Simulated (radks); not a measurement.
Task: Neutral krypton, [Kr]. All-electron calculation, non-relativistic Kohn-Sham, PBE, spin-polarised, spherical densities, point nucleus. Program: a radial shooting solver on a logarithmic mesh with Libxc functionals. Every spin shell is full or empty, so the densities are truly spherical. Functionals are evaluated on that one density, not self-consistently. Rank these orbital-free kinetic functionals by their error against the exact value of the orbitals, and give that value: Thomas-Fermi, TF + vW, TF + vW/5, LC94, APBEK, revAPBEK, Perdew 92, Thakkar, Pearson, LKT, PG1, Ernzerhof.

Result: Exact: 2751.84 hartree. From best to worst, with 100 (|E| - |E exact|)/|E exact| (equal figures are ties): LC94 +0.04, APBEK +0.12, revAPBEK +0.33, Ernzerhof -0.38, Thakkar -0.48, Perdew 92 -0.71, Pearson -1.06, TF + vW/5 +3.40, Thomas-Fermi -5.87, PG1 +17.20, LKT +21.78, TF + vW +40.47.
